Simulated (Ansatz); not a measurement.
Geometry optimisation, UKS PBE/def2-SVP (Ansatz).

Input file:

```yaml
crystal:
  periodic: [false, false, false]
  atoms:
    - { symbol: Mg, position_ang: [0.0885, -0.907, -1.2421] }
    - { symbol: C, position_ang: [-0.2079, 0.385, 0.907] }
    - { symbol: Cl, position_ang: [-1.1279, -2.1596, -2.4572] }
    - { symbol: H, position_ang: [0.81, 0.5833, -0.0267] }
    - { symbol: F, position_ang: [1.679, 0.7712, -0.8487] }
    - { symbol: H, position_ang: [0.4419, 0.3826, 1.7764] }
    - { symbol: H, position_ang: [-0.9619, -0.3947, 1.0617] }
    - { symbol: H, position_ang: [-0.7218, 1.3392, 0.8296] }
magnetization:
  spin_polarized: true
basis:
  gaussian: { orbitals: def2-SVP }
hamiltonian:
  xc: pbe
relax:
  f_tol: 0.15
  max_steps: 25
  restrain:
    - { distance: [0, 4], at: 3.28, k: 30.0 }
    - { distance: [3, 1], at: 2.37, k: 30.0 }
    - { distance: [0, 1], at: 2.17, k: 30.0 }
    - { distance: [3, 4], at: 0.88, k: 30.0 }
output:
  orbitals: {}
```

Run as:

```bash
$ ansatz run input.yaml --threads 2 --pin off --max-ram 3072MiB --backend cpu --events-out ev --progress --plain --runs-dir out
```

**Question.** Where does it end, and by what steps?

**Answer.** The run converged. The restraints hold the end off the free minimum. After 8 steps the energy has risen by 0.125 eV (the restraints' own energy left out); H4 moved furthest, 0.80 Å. Joined: H4–F5 (1.21 → 0.92 Å).

| step | energy less start (eV) | largest force component (eV/Å) | accepted |
| --- | --- | --- | --- |
| 0 | 0.0000 | 2.517 | yes |
| 1 | 0.5898 | 2.736 | yes |
| 2 | 0.8554 | 4.467 | yes |
| 3 | 0.8142 | 3.799 | yes |
| 4 | 0.4266 | 2.529 | yes |
| 5 | 0.2217 | 1.144 | yes |
| 6 | 0.1657 | 0.980 | yes |
| 7 | 0.1715 | 1.143 | no |
| 8 | 0.1251 | 0.929 | yes |

```xyz
8
Properties=species:S:1:pos:R:3
Mg -0.568 -1.007 -0.917
C -0.475 0.158 0.896
Cl -0.951 -2.290 -2.690
H 1.458 1.029 -0.158
F 1.996 1.021 -0.905
H 0.506 0.115 1.430
H -1.223 -0.250 1.610
H -0.743 1.225 0.735
```

Run time: 12 s on 2 threads of AMD EPYC 9R45 (Zen 5), on a shared host, peak memory 0.19 GiB.
